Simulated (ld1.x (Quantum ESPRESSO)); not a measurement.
# Cutoff test, calcium, PAW

ld1.x (Quantum ESPRESSO) 7.5 input, shortened:

```
&input
   title='Ca', zed=20., rel=1, dft='PBE', iswitch=3,
   config='[Ar] 3d0 4s1 4p0'
 /
 &inputp
   pseudotype=3, lpaw=.true., tm=.true., lloc=-1, rcloc=1.50,
   nlcc=.true., new_core_ps=.true.,
   which_augfun='GAUSS', rmatch_augfun=1.55
 /
6
4S  1  0   1.00   0.00  2.90  3.15  0.0
4S  1  0   0.00   2.55  2.90  3.15  0.0
3P  2  1   6.00   0.00  1.95  3.16  0.0
4P  3  1   0.00   0.00  1.95  3.16  0.0
3D  3  2   0.00   0.00  1.50  1.80  0.0
3D  3  2   0.00   0.15  1.50  1.80  0.0
 &test
   configts(1)='3p6 3d0 4s1 4p0'
 /
```

The pseudo-atom Hamiltonian at the reference potential is diagonalised in spherical Bessel functions j_l(qr) that vanish at 20 bohr, with q² up to the cutoff. All-electron valence levels (Ry): 4s -0.6589, 3p -2.5637, 4p -0.4360, 3d -0.6128.

Problem. How do the lowest levels (Ry) of each channel move with the cutoff, and are there ghosts?

Solution.

| cutoff (Ry) | s #1 | s #2 | p #1 | p #2 | p #3 | d #1 | d #2 | f #1 | f #2 | Σ f·Δε (mRy) |
| --- | --- | --- | --- | --- | --- | --- | --- | --- | --- | --- |
| 8 | -4.2858 | -0.6589 | -2.5635 | -0.4360 | -0.1444 | -0.2941 | -0.0988 | -0.0739 | 0.0225 | 1.8 |
| 10 | -5.5147 | -0.6589 | -2.5636 | -0.4360 | -0.1444 | -0.2941 | -0.0988 | -0.0739 | 0.0225 | 1.1 |
| 12 | -6.2417 | -0.6589 | -2.5636 | -0.4360 | -0.1444 | -0.2942 | -0.0988 | -0.0739 | 0.0224 | 0.6 |
| 15 | -6.6434 | -0.6590 | -2.5637 | -0.4360 | -0.1444 | -0.2968 | -0.0997 | -0.0739 | 0.0224 | 0.1 |
| 18 | -6.9451 | -0.6590 | -2.5637 | -0.4360 | -0.1444 | -0.3570 | -0.1202 | -0.0739 | 0.0224 | 0.1 |
| 400 | -7.1639 | -0.6590 | -2.5637 | -0.4360 | -0.1444 | -0.6128 | -0.1768 | -0.0739 | 0.0224 | 0.0 |

Result: ghost state, extra bound levels that the all-electron valence spectrum of the same l lacks: s at -97.5 eV (a true bound ghost makes a file unfit for plane-wave use); 10 mRy is reached at 8 Ry and 1 mRy at 12 Ry.

The cutoffs count occupied waves only; the empty 3d level needs 30 Ry at the loose tolerance. Test run stopped at test 1 of 7 (negative rho).
